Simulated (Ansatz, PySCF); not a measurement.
Molecule: sum formula H$_{2}$BO, net charge 0, doublet state. It need not be the lowest isomer of its formula. 
Structure (B3LYP-D3(BJ)/def2-TZVP (Ansatz, a program for electronic structure) minimum search):
```
B
O 1 1.3311
H 2 0.9692 1 117.14
H 1 1.2013 2 125.48 3 0.00
```
Charge 0, spin multiplicity 2.

Total electronic energies in hartree. Cores are frozen in the correlated levels unless marked. Open shells are spin-unrestricted. Spin-orbit coupling is left out. Non-relativistic. CBS(X,Y): correlation extrapolated as X^-3; Hartree-Fock from the larger set. The bracket is a focal-point correction in the basis named.

| level | program | energy (Eh) |
|---|---|---|
| HF/def2-SVPD | Ansatz | -100.61530 |
| HF/cc-pwCVTZ | Ansatz | -100.72795 |
| M06-L-D4/def2-TZVPD | PySCF + dftd4 | -101.25855 |
| B3LYP/def2-TZVPD | Ansatz | -101.28315 |
| r2SCANh-D4/def2-TZVPD | Ansatz + dftd4 | [?] |
| MP2/6-31G | Ansatz | -100.79846 |
| CCSD/def2-QZVPPD | Ansatz | -101.09126 |
| RI-MP2/CBS(cc-pVTZ,cc-pVQZ)+[CCSD(T)-MP2]/cc-pVDZ | Ansatz | -101.1218 |
| CCSD(T)/CBS(aug-cc-pVTZ,aug-cc-pVQZ) | Ansatz | -101.1204 |

### Question
Complete the blanks.

### Answer

- r2SCANh-D4/def2-TZVPD, energy (Eh): -101.21631
